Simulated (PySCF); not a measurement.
**3-chloro-1,1,1,2,2-pentafluoropropane, C3H2ClF5**

Geometry:
```tsv
atom	x (Å)	y (Å)	z (Å)
F1	1.562	-0.774	0.864
C2	1.260	0.311	0.153
F3	1.737	0.163	-1.072
F4	1.845	1.359	0.713
C5	-0.271	0.511	0.140
F6	-0.545	1.511	-0.709
F7	-0.619	0.903	1.384
C8	-1.100	-0.718	-0.176
Cl9	-0.850	-1.337	-1.811
H10	-2.152	-0.424	-0.062
H11	-0.862	-1.505	0.550
```

Theory: quadratic response CAM-B3LYP/aug-cc-pVDZ first hyperpolarisability, Taylor convention, gas phase in PySCF. Geometry: PBE0-D3(BJ)/def2-SVP.

(1) Give the tensor of the static β(0;0,0) in the axes of these coordinates.

Results:

(1) In au, Taylor convention; rows are the first index (the induced dipole):
|  | xx | yy | zz | xy | xz | yz |
| --- | --- | --- | --- | --- | --- | --- |
| x | +32.4 | +9.2 | +17.2 | +11.6 | +5.7 | +4.4 |
| y | +11.6 | +43.4 | +19.1 | +9.2 | +4.4 | +14.0 |
| z | +5.7 | +14.0 | +15.9 | +4.4 | +17.2 | +19.1 |

Norm of βᵢ = ⅓ Σⱼ (βᵢⱼⱼ + βⱼᵢⱼ + βⱼⱼᵢ): 101.1 au, hyper-Rayleigh value 37.5 au.
